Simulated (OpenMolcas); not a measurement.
**Lines of Te II: computed and rescaled rates**

| Property | Result |
| --- | --- |
| Program | OpenMolcas 26.06 |
| Method | SS-CASPT2, IPEA 0.25 Eh, imaginary shift 0.1 Eh (closed shells correlated: 4d 5s) |
| Basis | ANO-R3 [8s7p5d4f3g2h] |
| Scalar Hamiltonian | X2C, finite nucleus |
| Active space | 3 electrons in 3 orbitals (5p) |
| State averaging | 2S+1 = 4 odd, 1 root; 2S+1 = 2 odd, 8 roots |
| Spin-orbit coupling | state interaction with AMFI integrals over the reference wave functions, term energies averaged over their components |

Rates come from the transition moments of the reference wave functions (E1 and E2 in the length form). At fixed line strength A goes as λ^-3 for E1 and M1 and as λ^-5 for E2, so a rate at the computed wavelength can be rescaled to the measured one. Measured vacuum wavelengths follow from level energies in NIST Handbook of Basic Atomic Spectroscopic Data. Branching counts decays inside the model space alone, at computed energies, and the table is only a selection of the E2 and M1 lines, drawn from those between levels with measured partners whose computed energy lies within a factor of 1.5 of the measured one.

| Upper | Lower | Type | λ computed (nm) | λ measured (nm) | A computed (s-1) | A rescaled (s-1) | Branching % |
| --- | --- | --- | --- | --- | --- | --- | --- |
| 5s2 5p3 2D* 5/2 | 5s2 5p3 2D* 3/2 | M1 | 5424 | 4547 | 5.76e-02 | 9.78e-02 | 23.5 |
| 5s2 5p3 2P* 3/2 | 5s2 5p3 2P* 1/2 | M1 | 3594 | 2869 | 1.61e-01 | 3.16e-01 | 0.6 |
| 5s2 5p3 2P* 1/2 | 5s2 5p3 2D* 5/2 | E2 | 1180 | 1231 | 1.22e-01 | 9.87e-02 | 1.1 |
| 5s2 5p3 2P* 1/2 | 5s2 5p3 2D* 3/2 | M1 | 969 | 968.6 | 2.55e+00 |  | 23.3 |
| 5s2 5p3 2P* 1/2 | 5s2 5p3 2D* 3/2 | E2 | 969 | 968.6 | 4.14e-01 | 4.15e-01 | 3.8 |
| 5s2 5p3 2D* 3/2 | 5s2 5p3 4S* 3/2 | M1 | 934.4 | 978.2 | 2.48e+00 |  | 99.4 |
| 5s2 5p3 2D* 3/2 | 5s2 5p3 4S* 3/2 | E2 | 934.4 | 978.2 | 1.51e-02 |  | 0.6 |
| 5s2 5p3 2P* 3/2 | 5s2 5p3 2D* 5/2 | M1 | 888.2 | 861.3 | 3.39e+00 |  | 13.0 |
| 5s2 5p3 2P* 3/2 | 5s2 5p3 2D* 5/2 | E2 | 888.2 | 861.3 | 7.26e-01 | 8.47e-01 | 2.8 |
| 5s2 5p3 2D* 5/2 | 5s2 5p3 4S* 3/2 | M1 | 797.1 | 805 | 1.41e-01 |  | 57.5 |
| 5s2 5p3 2D* 5/2 | 5s2 5p3 4S* 3/2 | E2 | 797.1 | 805 | 4.66e-02 |  | 19.0 |
| 5s2 5p3 2P* 3/2 | 5s2 5p3 2D* 3/2 | M1 | 763.2 | 724.1 | 9.63e+00 |  | 36.8 |
| 5s2 5p3 2P* 3/2 | 5s2 5p3 2D* 3/2 | E2 | 763.2 | 724.1 | 3.94e-01 | 5.13e-01 | 1.5 |
| 5s2 5p3 2P* 1/2 | 5s2 5p3 4S* 3/2 | M1 | 475.7 | 486.7 | 7.76e+00 |  | 70.8 |
| 5s2 5p3 2P* 1/2 | 5s2 5p3 4S* 3/2 | E2 | 475.7 | 486.7 | 1.13e-01 |  | 1.0 |
| 5s2 5p3 2P* 3/2 | 5s2 5p3 4S* 3/2 | M1 | 420.1 | 416.1 | 1.19e+01 |  | 45.3 |

Spin-changing lines and M1 lines between different terms are not rescaled, since their strength hangs on the term gaps too.

The largest correction is for 5s2 5p3 2P* 3/2 → 5s2 5p3 2P* 1/2 (M1): 1.61e-01 × (3594 / 2869)^3 = 3.16e-01 s-1, a factor of 1.97.

No measured rate stands beside these. Rescaling mends the energy factor alone: line strengths can still be far off where a level mixes with configurations outside the active space, and weak or spin-changing lines hang on small mixing coefficients that depend on the term gaps too, so rescaling need not improve them.

CASPT2 breaks the degeneracy within a term, and the mean is taken; among the terms shown or strongly mixed into the levels shown the widest spread is 120 cm-1 (5s2 5p3 2P*). With the s shell closed, the reference lacks s² → p² mixing. Measured partners are found by configuration, term and J. A level has none where our copy of the source lacks it or the pairing is in doubt (some pairs that miss far off the trend of their configuration count as doubtful). Only configurations of the active space appear.

* marks odd parity.
